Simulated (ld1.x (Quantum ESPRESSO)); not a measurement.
phosphorus: excitation energies, all-electron against TM

```json
{
 "Element": "phosphorus",
 "Generator": "ld1.x (Quantum ESPRESSO) 7.5",
 "Type": "norm-conserving Troullier–Martins (Kleinman–Bylander form)",
 "Functional": "LDA (PZ)",
 "Relativity": "scalar-relativistic",
 "Frozen core": "[Ne]",
 "Valence charge": "5",
 "Reference configuration": "3s2 3p1 (charge +2)",
 "Partial waves": "3s (bound): rc 1.25 bohr; 3p (bound): rc 1.85 bohr; 3d channel at 0.15 Ry: rc 1.85 bohr",
 "Local potential": "the d channel",
 "Core correction": "a·sin(br)/r model core, default radius (core density twice the valence density)"
}
```

Energies are relative to the spin-unpolarised reference configuration 3s2 3p1; without spin polarisation the order of configurations can differ from experiment. Spin-polarised rows fill each open shell by Hund’s rule, majority spin first.

```tsv
valence configuration	charge	ΔE all-electron (eV)	error AE − PS (meV)
3s2 3p2	+1	-19.249	+14
3s2 3p0	+3	29.895	+26
3s1 3p4	0	-20.574	+25
3s1 3p0	+4	82.084	+105
3s2 3p2.5	+0.5	-25.249	+24
3s2 3p1 (spin-polarised)	+2	-0.265	+5.1
3s2 3p3 (spin-polarised)	0	-30.580	+59
```

Task: What are ΔE and the potential's error for 3s2 3p3.3?

Result: ΔE = -30.407 eV all-electron; the error (AE − PS) is +37 meV.

Task: What are ΔE and the potential's error for 3s2 3p3?

Result: ΔE = -29.070 eV all-electron; the error (AE − PS) is +33 meV.
